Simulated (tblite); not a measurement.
Species: C3H12NOSi2 (doublet state).
Atom-mapped SMILES: `[CH3:1][NH:2][SiH2:3][SiH:4][CH2:5][O:6][CH3:7]` (hydrogens: H8, H9, H10 on C1; H11 on N2; H12, H13 on Si3; H14 on Si4; H15, H16 on C5; H17, H18, H19 on C7)

Structure optimised with GFN2-xTB, isolated species. This method treats the open shell by occupation alone, without spin polarisation.

Task: List the bond lengths, angles and torsions at this level.

Result: 
```csv
bond,length (Å),order
C1–N2,1.440,single
N2–Si3,1.725,single
Si3–Si4,2.289,single
Si4–C5,1.912,single
C5–O6,1.411,single
O6–C7,1.402,single
"C1–H8, C1–H9, C1–H10",1.093,single
N2–H11,1.008,single
Si3–H12,1.484,single
Si3–H13,1.475,single
Si4–H14,1.472,single
"C5–H15, C5–H16",1.101,single
"C7–H17, C7–H19",1.098,single
C7–H18,1.088,single
```

Bonds in one row agree within 0.01 Å and their mean is given. Orders are formal, as drawn. A selection of angles:
```csv
angle,degrees
N2–C1–H8,110.3
N2–C1–H10,112.5
H8–C1–H9,108.7
H8–C1–H10,108.2
C1–N2–Si3,124.0
C1–N2–H11,111.0
Si3–N2–H11,116.8
N2–Si3–Si4,103.5
N2–Si3–H12,114.3
N2–Si3–H13,100.4
Si4–Si3–H12,110.0
Si4–Si3–H13,124.2
H12–Si3–H13,104.5
Si3–Si4–C5,112.7
Si3–Si4–H14,122.5
C5–Si4–H14,104.2
Si4–C5–O6,105.2
Si4–C5–H15,112.7
Si4–C5–H16,112.0
O6–C5–H15,110.4
H15–C5–H16,106.5
C5–O6–C7,113.7
O6–C7–H17,111.3
O6–C7–H18,107.0
H17–C7–H18,109.5
H17–C7–H19,108.4
```

Torsions: C1–N2–Si3–Si4 56° (synclinal); N2–Si3–Si4–C5 180° (antiperiplanar); Si3–Si4–C5–O6 177° (antiperiplanar); Si4–C5–O6–C7 180° (antiperiplanar). The mirror-image conformer, all signs reversed, is as good.

Si4 (silicon bonded to C, Si and H) is pyramidal (angles 122.5°, 112.7° and 104.2°, sum 339.4°, 0.49 Å off the plane of its three neighbours). O6 (oxygen bonded to 2 C) is bent (angle 113.7°). Of the pairs four or more bonds apart, Si4···H9 is among the closest relative to their van der Waals radii: 2.94 Å, 89 % of the sum of Bondi's values. N2 (nitrogen bonded to C, Si and H) has angles 124.0°, 116.8° and 111.0°, sum 351.8°, 0.22 Å off the plane of its three neighbours. Si3 (silicon bonded to N, Si and 2 H) is distorted tetrahedral (angles from 100.4° to 124.2°).

Point group: C1 (no symmetry element, even within 0.4 Å). Its GFN2-xTB frequencies are all real (lowest 31 cm⁻¹). 3 starts were optimised and ended at 0.00, 0.01 and 0.24 kcal/mol (GFN2-xTB); the lowest of these is shown.

Hardware: one thread of an Arm Neoverse V1, shared host with 32 logical CPUs at a one-minute load of 39. Cost: 1.2 s. These figures are those of the optimisation.

These are computed values.
